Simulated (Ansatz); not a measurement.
`B[CH](Cl)[GaH2]`, relaxed with RKS PBE-D4/def2-SVP in the Gaussian-basis code of Ansatz from a rough embedded geometry. The force threshold is 0.03 eV/Å; the program also tests the step.

Charge 0, multiplicity 1.

Start:

```xyz
9

B    -0.029   -0.924   -0.904
C     0.152    0.552   -0.564
Cl   -1.429    1.290   -0.459
Ga    0.086    0.360    1.574
H     0.405   -1.412   -1.939
H    -0.661   -1.698   -0.199
H     0.721    1.062   -1.373
H     1.230    1.001    1.478
H    -0.474   -0.232    2.385
```

By how much does the energy fall, and how many steps does the optimiser take? (An estimate is asked.)

The calculation gave: 460.21 kJ/mol, in 8 steps.

Which bonds change most? (Best estimate.)

Computed: Ga4–H9 from 1.150 to 1.563 Å; Ga4–H8 from 1.315 to 1.568 Å; Cl3–Ga4 from 2.701 to 2.564 Å; C2–Cl3 from 1.748 to 1.851 Å.

Give the relaxed structure. (Estimate.)

Ansatz gave: 
```xyz
9

B    -0.197   -1.029   -0.933
C    -0.036    0.449   -0.786
Cl   -1.438    1.495   -0.178
Ga    0.368    0.382    1.261
H     0.777   -1.637   -1.345
H    -1.191   -1.623   -0.570
H     0.695    1.113   -1.275
H     1.371    1.520    1.659
H    -0.349   -0.670    2.168
```
